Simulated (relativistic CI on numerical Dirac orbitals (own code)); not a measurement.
Cr⁵⁺ in a cubic cluster: 3p photoemission with charge transfer

Computed with a charge-transfer multiplet model of a cubic metal-ligand cluster with up to 2 ligand holes, Slater and spin-orbit integrals from Dirac-Coulomb-Breit ions, Slater integrals scaled by 0.9. The ground state mixes d1 with configurations of k ligand holes L, whose averages lie at kΔ + k(k − 1)U_dd/2; a core hole lowers each added d electron by U_cd. 300 K, Lorentzian 0.9 eV and Gaussian 0.8 eV FWHM.

Atomic integrals in eV (Slater integrals scaled, ζ unscaled), ground: F2dd 10.549, F4dd 6.644, zeta_d 0.045; with the core hole: F2dd 10.549, F4dd 6.644, zeta_d 0.049, zeta_core 0.782, F2cd 12.227, G1cd 14.825, G3cd 9.275. Where a configuration has fewer than two d electrons, the dd integrals are those of d2.

Cluster parameters (eV): U_dd = 4.6, U_cd = 5.9, 10Dq = 0.55, 10Dq(ligand) = 1.2, V(eg) = 1.95, V(t2g) = -0.85, final-state hopping factor = 0.9.

| Case | n_d | d1 | d2L | d3L2 | S |
| --- | --- | --- | --- | --- | --- |
| Δ = -1.9 eV | 2.16 | 0.13 | 0.58 | 0.29 | 0.50 |
| Δ = 0.1 eV | 1.95 | 0.24 | 0.58 | 0.18 | 0.50 |
| Δ = 1.1 eV | 1.83 | 0.31 | 0.56 | 0.14 | 0.50 |

Weights, n_d and S are thermal averages at 300 K. Binding energies count from the first peak over 30 % of the highest in each spectrum, which can be another peak from case to case. The parameters are a model scan and need not match a compound or its usual spin state. Peaks in eV (height, largest 100):
- Δ = -1.9 eV: 0.0 (97), 1.0 (100), 5.1 (67), 11.5 (31), 12.8 (33), 18.6 (13), 20.3 (15), 23.2 (12)
- Δ = 0.1 eV: 0.0 (92), 1.5 (100), 6.1 (68), 10.4 (28), 12.4 (35), 13.5 (35), 19.9 (15), 21.6 (14), 25.0 (8)
- Δ = 1.1 eV: 0.0 (95), 1.7 (100), 6.1 (67), 12.4 (37), 17.4 (15), 19.9 (15), 25.1 (7)

For the case Δ = -1.9 eV, Δ = -1.9 eV is smaller than U_dd = 4.6 eV, the charge-transfer side of the Zaanen-Sawatzky-Allen scheme (negative Δ: between configuration averages a ligand hole costs less than the nominal valence; multiplet and field energies can change this for the lowest states). With the core hole the configuration with one ligand hole lies at Δ − U_cd = -7.8, -5.8, -4.8 eV from the one without, in the order of the table; where this is negative the screened configuration lies lower.

With at most 2 ligand holes the space is cut while the next configuration still counts, so covalency is underestimated, and a final configuration with one more ligand hole, which can lie low, is missing from the spectra.
